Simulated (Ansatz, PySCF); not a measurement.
Al(Br)(Me)2 (C₂H₆AlBr), SMILES [CH3][Al]([CH3])[Br]. Atoms are numbered in the order given.

```xyz
10

Al     0.7041     0.6367     0.1016
Br    -0.9915    -0.8858    -0.1470
C      0.5499     2.3411    -0.8496
H      1.3315     2.4119    -1.6373
H      0.7200     3.1960    -0.1606
H     -0.4359     2.4756    -1.3369
C      2.1935     0.1064     1.2573
H      3.0241     0.8415     1.2464
H      2.5992    -0.8829     0.9583
H      1.8490    -0.0022     2.3082
```
Charge 0, spin multiplicity 1.

Geometry optimised at PBE-D3(BJ)/def2-SVP. The structure was generated by enumeration; whether it is a known compound was not checked.

Vertical ionisation energy (IE) and electron affinity (EA) in eV. Rows of orbital energies are one-electron estimates. Where ΔSCF, EOM or ADC give a negative EA the extra electron is unbound and the value depends on the basis.

| level | IE | EA |
|---|---|---|
| −ε(HOMO), −ε(LUMO), PBE0/def2-TZVP (PySCF) | 7.78 | 0.82 |
| −ε(HOMO), −ε(LUMO), PBE/def2-TZVP (PySCF) | 6.53 | 1.59 |
| ΔSCF, CAM-B3LYP/def2-SVPD (Ansatz), final states of multiplicity 2 and 2 | 9.99 | -0.63 |
| ΔSCF, PBE/def2-SVPD (Ansatz), final states of multiplicity 2 and 2 | 9.33 | -0.40 |

Task: What vertical singlet–triplet gap does ΔSCF give with CAM-B3LYP/def2-SVPD (Ansatz, a quantum-chemistry and plane-wave program) and with PBE/def2-SVPD (Ansatz)? (Estimate from the structure and the level; the computed values follow.)

Result: 5.59 and 4.77 eV (triplet above singlet where positive).
